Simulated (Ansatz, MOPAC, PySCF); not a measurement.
Donor–acceptor adduct: AlH3 (SMILES [AlH3]) (first 4 atoms) with AsH3 (SMILES [AsH3]); geometry from B3LYP-D3(BJ)/def2-TZVP, rigid monomers moved along the line of their centres of mass till Al1···As5 is 3.74 Å.
(charge 0, multiplicity 1):
```xyz
8

Al     0.2822     0.6255     0.5610
H     -0.5405    -0.2926    -0.4415
H     -0.2475     2.0913     0.8698
H      1.8116     0.2894     0.8303
As    -1.0254    -0.9357     3.6938
H     -0.5603    -0.4357     5.0416
H     -0.8063    -2.4072     3.9578
H     -2.5067    -0.9141     3.9908
```

Counterpoise-corrected where a basis set is named; no monomer relaxation. Rows marked so take none.

Frozen-core correlation. Filled d and f shells under p-block atoms count as core. CBS: X⁻³ extrapolation of the correlation energy, Hartree–Fock from the larger set. Rows in 3-21G, 6-31G* carry no dispersion term and start afresh at each structure (6-31G* with six Cartesian d functions); the Pople sets are all-electron and without relativity. MP2/6-31G* freezes PySCF's default core, which leaves 3d correlated. The state that PM6, PM7 reach isn't checked; PM7 holds dispersion and hydrogen-bond terms.

The values were computed with Ansatz (a program for electronic structure) with Gaussian orbitals; MOPAC for PM6, PM7 (differences of heats of formation); PySCF for 3-21G rows, 6-31G* rows, the dispersion terms. Each number belongs to the level named beside it.

Other levels give for the interaction energy: PBE/def2-TZVPPD -241.4; B3LYP/def2-TZVPPD -193.7; B3LYP-D3(BJ)/def2-TZVPPD -260.7; wB97M-V/def2-TZVPPD -259.2; CCSD(T)/CBS(def2-SVPD, def2-TZVPPD) -245.4 meV.

Common cheap choices:

| level | interaction energy (meV) | less -245.4 (CCSD(T)/CBS(def2-SVPD, def2-TZVPPD)) |
|---|---|---|
| PM6 | 325.7 | 571.1 |
| PM7 | -554.0 | -308.7 |
| HF/3-21G (no counterpoise) | -289.2 | -43.9 |
| HF/6-31G* | -203.8 | 41.6 |
| BP86/6-31G* (no counterpoise) | -224.6 | 20.8 |
| B3LYP/3-21G (no counterpoise) | -310.3 | -64.9 |
| M06-2X/6-31G* (no counterpoise) | -276.8 | -31.4 |
| MP2/6-31G* | -226.7 | 18.7 |
